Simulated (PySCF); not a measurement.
# Li⁺ (lithium, charge +1) across methods

1s2, closed-shell 1S. Calculation: PySCF 2.14, in x2c-QZVPPall with one added diffuse shell each of s, p type (7s5p2d1f, 39 functions); the spin-free X2C one-electron Hamiltonian (Gaussian nucleus).

```json
{"method": "PBE", "E (hartree)": "-7.2574", "mean ε 1s (eV)": "-60.405", "Σ⟨r²⟩ (bohr²)": "0.9197", "⟨S²⟩": "0.000"}
{"method": "LDA", "E (hartree)": "-7.1434", "mean ε 1s (eV)": "-59.592", "Σ⟨r²⟩ (bohr²)": "0.9366", "⟨S²⟩": "0.000"}
{"method": "r2SCANh", "E (hartree)": "-7.2817", "mean ε 1s (eV)": "-63.376", "Σ⟨r²⟩ (bohr²)": "0.9023", "⟨S²⟩": "0.000"}
{"method": "PBE0", "E (hartree)": "-7.2632", "mean ε 1s (eV)": "-64.482", "Σ⟨r²⟩ (bohr²)": "0.9103", "⟨S²⟩": "0.000"}
{"method": "PW91", "E (hartree)": "-7.2683", "mean ε 1s (eV)": "-60.591", "Σ⟨r²⟩ (bohr²)": "0.9189", "⟨S²⟩": "0.000"}
{"method": "r2SCAN", "E (hartree)": "-7.2823", "mean ε 1s (eV)": "-61.915", "Σ⟨r²⟩ (bohr²)": "0.9039", "⟨S²⟩": "0.000"}
{"method": "UHF", "E (hartree)": "-7.23707", "mean ε 1s (eV)": "-75.988", "Σ⟨r²⟩ (bohr²)": "0.8904", "⟨S²⟩": "0.000"}
{"method": "BHandHLYP", "E (hartree)": "-7.2820", "mean ε 1s (eV)": "-68.826", "Σ⟨r²⟩ (bohr²)": "0.9053", "⟨S²⟩": "0.000"}
```

Estimate the same row for BP86.

E (hartree) = -7.2771; mean ε 1s (eV) = -60.550; Σ⟨r²⟩ (bohr²) = 0.9121; ⟨S²⟩ = 0.000.
